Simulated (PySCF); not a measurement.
C₇H₁₃FO₂.
Atom-mapped SMILES: `[CH3:1][O:2][CH2:3][C@@:4]([F:5])([O:6][CH3:7])[CH:8]1[CH2:9][CH2:10]1` (hydrogens: H11, H12, H13 on C1; H14, H15 on C3; H16, H17, H18 on C7; H19 on C8; H20, H21 on C9; H22, H23 on C10)

The same species was optimised twice, with GFN2-xTB and with PBE0-D3(BJ)/def2-SVP (PySCF), and the same property calculations (PySCF, gas phase) were run on both structures.

```tsv
coordinate	GFN2-xTB	PBE0-D3(BJ)/def2-SVP	change
O6–C7 (Å)	1.419	1.404	-0.015
C3–C4 (Å)	1.544	1.530	-0.014
C4–F5 (Å)	1.408	1.397	-0.011
C1–O2 (Å)	1.412	1.402	-0.010
C4–C8 (Å)	1.519	1.510	-0.009
O2–C3 (Å)	1.397	1.389	-0.008
C4–O6 (Å)	1.386	1.379	-0.007
C9–C10 (Å)	1.494	1.497	+0.003
C8–C9 (Å)	1.502	1.500	-0.002
C8–C10 (Å)	1.500	1.500	0.000
C4–C8–C9 (°)	119.5	120.9	+1.4
C4–O6–C7 (°)	116.1	117.5	+1.4
C1–O2–C3 (°)	115.2	116.3	+1.1
F5–C4–O6 (°)	107.1	108.1	+1.0
C3–C4–C8 (°)	116.7	117.5	+0.8
C3–C4–O6 (°)	104.4	103.5	-0.9
O6–C4–C8 (°)	114.2	113.5	-0.7
O2–C3–C4 (°)	116.8	116.4	-0.4
C1–O2–C3–C4 (°)	-72	-78	-6
O2–C3–C4–F5 (°)	71	60	-11
C3–C4–O6–C7 (°)	-178	177	-5
C3–C4–C8–C9 (°)	-72	-52	+20
```

Rotational constants: A = 1742, B = 1155, C = 859.1 MHz (GFN2-xTB) against A = 1703, B = 1162, C = 858.1 MHz (PBE0-D3(BJ)/def2-SVP). Point groups within 0.08 Å: C1 and C1.

On the GFN2-xTB structure: HOMO (eV) -7.35 [PBE0/pcSseg-1]; LUMO (eV) 1.46 [PBE0/pcSseg-1]; dipole (D) 1.30 [PBE0/pcSseg-1]; GIAO shielding of C1 (ppm) 125.5 [PBE0/pcSseg-1]; GIAO shielding of O2 (ppm) 314.5 [PBE0/pcSseg-1]; GIAO shielding of C3 (ppm) 109.9 [PBE0/pcSseg-1]; GIAO shielding of C4 (ppm) 64.6 [PBE0/pcSseg-1]; GIAO shielding of F5 (ppm) 298.9 [PBE0/pcSseg-1]; GIAO shielding of O6 (ppm) 245.9 [PBE0/pcSseg-1]; GIAO shielding of C7 (ppm) 136.3 [PBE0/pcSseg-1]; GIAO shielding of C8 (ppm) 171.1 [PBE0/pcSseg-1].

Q: What do these properties become on the PBE0-D3(BJ)/def2-SVP structure?

A: 
```tsv
property	level	on GFN2-xTB	on PBE0-D3(BJ)/def2-SVP	change
HOMO (eV)	PBE0/pcSseg-1	-7.35	-7.36	-0.01
LUMO (eV)	PBE0/pcSseg-1	1.46	1.40	-0.06
dipole (D)	PBE0/pcSseg-1	1.30	1.25	-0.05
energy, GFN2-xTB geometry as zero (kcal/mol)	PBE0/pcSseg-1	0.0	-0.9	-0.9
GIAO shielding of C1 (ppm)	PBE0/pcSseg-1	125.5	123.9	-1.6
GIAO shielding of O2 (ppm)	PBE0/pcSseg-1	314.5	318.1	+3.6
GIAO shielding of C3 (ppm)	PBE0/pcSseg-1	109.9	110.6	+0.7
GIAO shielding of C4 (ppm)	PBE0/pcSseg-1	64.6	67.9	+3.3
GIAO shielding of F5 (ppm)	PBE0/pcSseg-1	298.9	310.9	+12.0
GIAO shielding of O6 (ppm)	PBE0/pcSseg-1	245.9	253.3	+7.4
GIAO shielding of C7 (ppm)	PBE0/pcSseg-1	136.3	135.5	-0.8
GIAO shielding of C8 (ppm)	PBE0/pcSseg-1	171.1	170.4	-0.7
```

The heavy atoms differ by 0.146 Å rms after alignment. Among bonds between heavy atoms C3–C4 and O6–C7 change most and about equally (-0.015 to -0.014 Å). Changes are differences of the printed values. Neither structure is proved a minimum here.

Conformer computed: `[CH3:1][O:2][CH2:3][C@@:4]([F:5])([O:6][CH3:7])[CH:8]1[CH2:9][CH2:10]1`: C1–O2–C3–C4 -78°, O2–C3–C4–F5 60°, C3–C4–O6–C7 177°, C3–C4–C8–C9 -52°.
